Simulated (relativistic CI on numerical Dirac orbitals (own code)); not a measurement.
## Nb4+: 4p photoemission

Computed with this model: Dirac-Coulomb-Breit CI, separate exchange-only KLI orbitals for each configuration, model QED (radiative potential, 1s self-energy scaled to tabulated hydrogen-like ionisation energies), multiplet model of photoemission in the sudden approximation, unscaled Slater integrals; configurations [Kr] 4d → [Ar] 3d10 4s2 4p5 4d; 80 K; Lorentzian 1.2 eV and Gaussian 0.6 eV FWHM. Energies are those of the free ion, without screening or charge transfer. The energies are binding energies and can lie tens of eV above those of solids. S is read from ⟨S²⟩ = S(S + 1).

Field parameters in Wybourne normalisation: Td as Oh with Dq negative (B⁴₀ = 21Dq, B⁴₄ = √(5/14) B⁴₀). The field is a parameter set, without covalency.

free ion: ground-state S = 0.50, centroid 86.41 eV. Peaks (eV, height): 85.0 (100), 87.6 (83), 98.8 (15).

Td, 10Dq = -3200 cm⁻¹: ground-state S = 0.50, centroid 86.42 eV. Peaks (eV, height): 84.8 (100), 87.6 (91), 99.0 (15).

Td, 10Dq = -8900 cm⁻¹: ground-state S = 0.50, centroid 86.43 eV. Peaks (eV, height): 84.0 (100), 85.0 (99), 87.8 (95), 99.4 (15).

Td, 10Dq = -14550 cm⁻¹: ground-state S = 0.50, centroid 86.43 eV. Peaks (eV, height): 84.0 (100), 85.4 (92), 88.0 (84), 99.8 (13).

Strongest unbroadened transitions for Td, 10Dq = -14550 cm⁻¹:

```csv
Energy (eV),Relative strength
83.27,32.5
83.56,98.7
84.08,67.3
84.15,100.0
85.14,31.6
85.32,73.4
85.44,28.4
85.70,49.4
86.02,21.1
86.33,14.3
86.61,21.1
87.68,78.0
87.69,32.4
88.02,43.4
88.16,34.5
88.46,66.0
89.46,17.3
99.84,36.4
```
